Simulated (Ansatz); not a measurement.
Calculated with Ansatz (gas phase, PBE0-D4/def2-TZVP geometries, no zero-point term in ΔE). CBS: MP2 limit from def2 TZ/QZ plus the TZ coupled-cluster correction, frozen cores. This one scheme is used for every species, atoms too. Functionals use def2-TZVPP. B3LYP here is the variant with VWN-RPA as its local correlation; programs differ in this. Open shells (•) are unrestricted, without spin–orbit coupling. Spin–orbit coupling would lower the free atoms: a little for Cl, O, Si; clearly for Ge. For Ge outer-core shells are correlated without core-valence functions, so the limit isn't a true one: a few kJ/mol of doubt a bond, and 10 to 20 or more in all where bonds break to atoms. Scalar relativity is left out up to krypton. Each species was taken in one conformer, which may not be the lowest.

Reaction (atomization): `O[Si](O)(Cl)[GeH2][Cl]` → 2 Cl• + Ge• + 4 H• + 2 O• + Si•

```tsv
level	ΔE (kcal/mol)	difference from CCSD(T)/CBS
PBE0-D4	813.7	-13.4
B3LYP-D4	811.3	-15.8
ωB97X-V	826.1	-1.0
B2PLYP	806.0	-21.1
PBE	821.3	-5.8
r2SCAN	824.1	-3.0
PBE0	807.0	-20.1
B3LYP	798.6	-28.5
MP2/def2-TZVPP	823.7	-3.4
SCS-MP2/def2-TZVPP	812.1	-15.0
CCSD/def2-TZVPP	785.9	-41.2
CCSD(T)/def2-TZVPP	800.6	-26.5
MP2/def2-QZVPP	839.4	12.3
SCS-MP2/def2-QZVPP	829.5	2.4
MP2/CBS(def2)	850.2	23.1
CCSD/CBS(def2)	812.4	-14.7
CCSD(T)/CBS	827.1	0
```

Largest T1 diagnostic among the species: 0.012.

The D4 term adds +12.7 kcal/mol with B3LYP and +6.7 kcal/mol with PBE0; it sums over pairs of atoms, weighted by their polarisabilities, and B3LYP, whose exchange is more repulsive, gets the larger term. In def2-TZVPP, CCSD(T) changes the Hartree–Fock value by +218.9 kcal/mol (the triples alone add +14.7 kcal/mol) and MP2 by +242.0 kcal/mol; breaking electron pairs costs correlation energy, which Hartree–Fock lacks.

For atomizations the MP2-based limit and the directly extrapolated one differ by several kJ/mol either way, and by 10 to 25 for some Ge, Se and Sn compounds, so smaller differences from it don't rank the levels.
